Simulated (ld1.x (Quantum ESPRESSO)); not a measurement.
# Varying the RRKJ potential for C

Base potential:

```json
{
  "Element": "C",
  "Generator": "ld1.x (Quantum ESPRESSO) 7.5",
  "Type": "norm-conserving RRKJ (Kleinman–Bylander form)",
  "Functional": "PBEsol",
  "Relativity": "scalar-relativistic",
  "Frozen core": "[He]",
  "Valence charge": "4",
  "Reference configuration": "2s2 2p2",
  "Partial waves": "2s (bound): rc 0.95 bohr; 3d channel at 0.15 Ry: rc 1.20 bohr; 2p (bound): rc 1.40 bohr",
  "Local potential": "the p channel",
  "Core correction": "Bessel-smoothed model core inside 0.80 bohr"
}
```

All-electron outer shells of the reference configuration (PBEsol, scalar-relativistic, ld1.x):

```tsv
shell	level (eV)	outermost node (bohr)	outermost maximum (bohr)
1s	-272.04	–	0.18
2s	-13.65	0.38	1.22
2p	-5.23	–	1.20
```

Cutoffs, loose and tight: the cutoffs (Ry, on a coarse ladder) from which the occupation-weighted sum of valence levels, in a spherical-Bessel basis at the reference potential, stays within 10 and 1 mRy of its value at 400 Ry. They do not see the model core or the augmentation charge, which bear on the density cutoff. Test errors are all-electron minus pseudo excitation energies from the reference, over the configurations 2s2 2p1; 2s2 2p0; 2s1 2p0; 2s2 2p1.5; 2s1 2p3; 2s1 2p2; 2s2 2p2.3. A dash means not determined; rows that change the core or the reference have their own tests.

| change | outcome | cutoff, loose | cutoff, tight | bound ghosts | largest test error (meV) |
| --- | --- | --- | --- | --- | --- |
| base | generated | 45 Ry | 60 Ry | none | +197 |
| all radii but the core radius scaled by about 0.77 (s 0.72, p 1.08, d 0.92 bohr) | failed: compute_chi: n is too large | – | – | – | – |
| all radii but the core radius scaled by about 0.88 (s 0.84, p 1.24, d 1.06 bohr) | failed: compute_chi: n is too large | – | – | – | – |
| all radii but the core radius scaled by about 1.10 (s 1.04, p 1.54, d 1.32 bohr) | generated | 50 Ry | 80 Ry | none | +245 |
| all radii but the core radius scaled by about 1.39 (s 1.32, p 1.94, d 1.66 bohr) | generated | 40 Ry | 55 Ry | none | +468 |

Problem. What comes out with this change to the base: all radii but the core radius scaled by about 1.26 (s 1.20, p 1.76, d 1.52 bohr)?

Solution. outcome: generated; cutoff, loose: 50 Ry; cutoff, tight: 70 Ry; bound ghosts: none; largest test error (meV): +341.

Reading the sweep of the scale of all radii but the core radius (base = 1) (base included, trends over the rows without a ghost): The loose cutoff stays near 50 Ry. The median size of the test errors (rows with all tests solved) rises from 2.5 meV at 1 to 10.5 meV at 1.39. More of the atom is replaced by a form fitted at one configuration, so other configurations suffer as the radius grows. The generation fails at 0.77, 0.88.
